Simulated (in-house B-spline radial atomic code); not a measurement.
How numerical settings move a run on Cr⁺, [Ar] 3d5. Computed with a B-spline radial code for spherical atoms: Dirac-Kohn-Sham LDA VWN5, spherical fractional occupations, Fermi nucleus of rms radius 3.6452 fm.

Command:
```bash
python run_scf.py task.json out
```
Settings of the sound reference run:
```
Z                24
electrons        23
configuration    [Ar] 3d5
hamiltonian      dirac
method           lda,vwn
spin_polarised   False
nucleus          fermi
rms_radius       3.6452
mass_number      52
atomic_mass      51.9405
speed_of_light   137.036
knot_spacing     0.22
spline_order     8
gauss_points     12
box_radius       35.29
max_iterations   70
damping          0.5
damped_steps     3
diis_vectors     10
tolerance        1e-08
start            Thomas-Fermi
```

Run time, properties included: 1.5 s on 1 thread of Intel(R) Xeon(R) 6975P-C (shared host).

It converges in 10 iterations to -1048.240741 hartree, with 3d5/2 at -10.1306 eV. The other runs change the listed settings, some to values that make no sense; their results aren't properties of the atom or ion. Radii are in bohr (the nuclear one in fm), a minus after a letter asks for a j subshell, and «unchanged» means within 1e-8 hartree. The run stops when the residual is below 10 × tolerance × max(1, Z/10), or a noise floor if that is larger, and the energy moves by less than 1e-8 × √|E| hartree; so very loose and very tight tolerances often act alike.

```tsv
changed settings	outcome
damped_steps = 1	converged in 11 iterations, energy unchanged, 3d5/2 level -5.8e-06 eV
start = bare nucleus	converged in 11 iterations, energy unchanged, 3d5/2 level +1.3e-05 eV
method = hf, speed_of_light = 12.00435	stopped with error: Z/c is past the critical charge
damped_steps = 0	converged in 9 iterations, energy unchanged, 3d5/2 level +9.7e-06 eV
knot_spacing = 0.55, first_knot = 0.0125, max_iterations = 60, diis_vectors = 4	converged in 11 iterations, energy +3.79e-02 hartree from the reference, 3d5/2 level -1.3e-03 eV
damped_steps = 30	converged in 21 iterations, energy unchanged, 3d5/2 level +2.2e-05 eV
knot_spacing = 0.1	converged in 10 iterations, energy -1.41e-08 hartree from the reference
knot_spacing = 0.55	converged in 10 iterations, energy +1.04e-02 hartree from the reference, 3d5/2 level +1.8e-03 eV
damped_steps = 8	converged in 14 iterations, energy unchanged, 3d5/2 level -4.7e-06 eV
gauss_points = 6, max_iterations = 100, damping = 0.95, start = bare nucleus	converged in 13 iterations, energy unchanged, 3d5/2 level -5.5e-06 eV
knot_spacing = 1	converged in 10 iterations, energy +5.53e+00 hartree from the reference, 3d5/2 level -6.5e-03 eV
knot_spacing = 0.75	converged in 10 iterations, energy +7.87e-01 hartree from the reference, 3d5/2 level -1.7e-03 eV
gauss_points = 6, max_iterations = 60, tolerance = 1e-10	converged in 10 iterations, energy unchanged
electrons = 31, configuration = [Ar] 3d5 5s2 5p6, max_iterations = 60	converged in 25 iterations to -1047.6664 hartree, a different physical problem (warning: 5s1/2 has a positive eigenvalue: unbound, held by the box)
```

Task: What happens with knot_spacing = 1.4, spline_order = 6, max_iterations = 100, damping = 0.95, tolerance = 1e-13?

Result: Converged in 11 iterations, energy +8.57e+01 hartree from the reference, 3d5/2 level -1.4e+01 eV (the program warns: 2s1/2 reaches the box edge; 2p1/2 reaches the box edge).

Task: What happens with knot_spacing = 2?

Result: Converged in 9 iterations, energy +1.79e+02 hartree from the reference, 3d5/2 level -2.1e+01 eV (the program warns: 3d5/2 reaches the box edge; 1s1/2 reaches the box edge).

Task: What happens with gauss_points = 6, first_knot = 4.17e-05, max_iterations = 100, damped_steps = 0, start = bare nucleus?

Result: Converged in 10 iterations, energy unchanged, 3d5/2 level -2.8e-05 eV.

Task: What happens with knot_spacing = 0.3?

Result: Converged in 10 iterations, energy +1.35e-06 hartree from the reference, 3d5/2 level -5.3e-07 eV.
